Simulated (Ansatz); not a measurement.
Consider the ligand exchange at the Si–C bond: `B[CH]([SiH3])[GeH3]` + `[OH][SnH2][OH]` → `[OH][SnH2][O][SiH3]` + `B[CH2][GeH3]`.

Gas-phase electronic energies from Ansatz, PBE0-D4/def2-TZVP geometries. CBS: MP2 limit from def2 TZ/QZ plus the TZ coupled-cluster correction, frozen cores. DFT in def2-TZVPP. Elements past krypton have def2 core potentials. For Ge, Sn outer-core shells are correlated without core-valence functions, which leaves a few kJ/mol of doubt a bond. Scalar relativity is left out up to krypton. Each species was taken in one conformer, which may not be the lowest.

CCSD(T)/CBS gives -91.5 kJ/mol.

Q: Another level gave -92.8 kJ/mol. Which?
A. B2PLYP/def2-TZVPP
B. PBE0-D4/def2-TZVPP
C. PBE-D4/def2-TZVPP
D. ωB97X-V/def2-TZVPP

A: D. ωB97X-V -92.8, B2PLYP -99.8, PBE-D4 -78.0, PBE0-D4 -83.6 kJ/mol.

Largest T1 diagnostic among the species: 0.014.

The D4 term adds +5.6 kJ/mol with B3LYP and +2.9 kJ/mol with PBE0; it sums over pairs of atoms, weighted by their polarisabilities, and B3LYP, whose exchange is more repulsive, gets the larger term. From PBE to PBE0 (25 % exact exchange), in def2-TZVPP and without D4, ΔE moves by −5.0 kJ/mol. In def2-TZVPP, CCSD(T) changes the Hartree–Fock value by +30.4 kJ/mol (the triples alone add +4.4 kJ/mol) and MP2 by +31.4 kJ/mol.

B3LYP here is the variant with VWN-RPA as its local correlation; programs differ in this.
